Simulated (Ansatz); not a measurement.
Species: H$_{2}$SSi, SMILES `[SiH2]=S` with one electron removed (charge 1, multiplicity 2).

Problem. Give a relaxed geometry from r2SCAN-D4/def2-TZVP in Ansatz (a program for electronic structure).

Solution. the end point of this relaxation (outside a Z-matrix the atoms follow the SMILES, hydrogens last).
Bonded distances (Å): Si1–S2 2.019, Si1–H3 1.475, Si1–H4 1.475. Angles (°): S2–Si1–H3 118.3, S2–Si1–H4 118.3, H3–Si1–H4 123.3.
